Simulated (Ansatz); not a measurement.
The Se3–H4 bond of BeH2Se (SMILES [BeH][SeH]) is stretched (multiplicity 1, the rest rigid).
Geometry at rest (charge 0, multiplicity 1):
```xyz
4

Be    -0.6897    -0.7607    -1.4180
H     -1.2093    -1.3411    -2.4906
Se     0.0918     0.1603     0.2240
H      0.8465    -1.0648     0.5466
```

Correlated levels freeze the cores. Filled d and f shells under p-block atoms count as core.

Programs: Ansatz (a first-principles code). Values without a source in brackets are computed.

FIC-MRCISD+Q on CASSCF(4,3)/cc-pVTZ, total energies (hartree):

```
R (Å)        CASSCF        MRCISD  weight c² of the reference
-----  ------------  ------------  --------------------------
1.475  -2415.739023  -2415.941146                     0.91033
2.581  -2415.648427  -2415.838766                     0.91042
4.719  -2415.625470  -2415.812147                     0.91188
```

Question: Add the Davidson correction (E_MRCISD − E_CASSCF)(1 − c²)/c² and give the energies above the first point at the three levels.

Answer: 
Corrections (hartree): -0.019910, -0.018729, -0.018039. Above the first point (kcal/mol):
- R = 2.581 Å: CASSCF 56.8, MRCISD 64.2, with the correction 65.0
- R = 4.719 Å: CASSCF 71.3, MRCISD 80.9, with the correction 82.1

Doubts at one or more of the structures used: active orbitals that take no part (FIC-MRCISD+Q on CASSCF(4,3)/cc-pVTZ).
